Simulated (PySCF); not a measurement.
## Molybdenum: a sound run and one with changed settings

Sound run: Mo⁺ [Kr] 4d5, Mo²⁺ [Kr] 4d4. Computed with PySCF 2.14 in def2-SVP with the def2 core potential (28 electrons) (5s3p2d1f, 31 functions), with a scalar-relativistic core potential. In the sound run the correlated levels freeze 4s2 4p6 outside the core potential. The sound run starts from symmetry-adapted Hartree-Fock orbitals and uses a fine grid where one is needed.

Changed run: initial guess minao, at most 50 SCF cycles.

| species | method | sound run (hartree) | changed run (hartree) | converged |
| --- | --- | --- | --- | --- |
| Mo⁺ | UHF | -67.31381 | -67.31381 | yes |
| Mo⁺ | MN15 | -67.67046 | -67.67046 | yes |
| Mo⁺ | r2SCAN | -67.85240 | -67.85240 | yes |
| Mo⁺ | MP2 | -67.35196 | -67.35196 | yes |
| Mo²⁺ | UHF | -66.75994 | -66.75994 | yes |
| Mo²⁺ | MN15 | -67.08102 | -67.08102 | yes |
| Mo²⁺ | r2SCAN | -67.25410 | -67.25511 | yes |
| Mo²⁺ | MP2 | -66.78114 | -66.78114 | yes |

Ionisation energy of Mo⁺:

| method | sound run (eV) | changed run (eV) |
| --- | --- | --- |
| UHF | 15.072 | 15.072 |
| MN15 | 16.039 | 16.039 |
| r2SCAN | 16.280 | 16.253 |
| MP2 | 15.533 | 15.533 |
| SCS-MP2 | 15.225 | 15.225 |

Where the changed run lies lower, it found another determinant of the same configuration, with other orbitals of the open shell filled.

For comparison, NIST gives 16.16 ± 0.12 eV between the lowest levels.
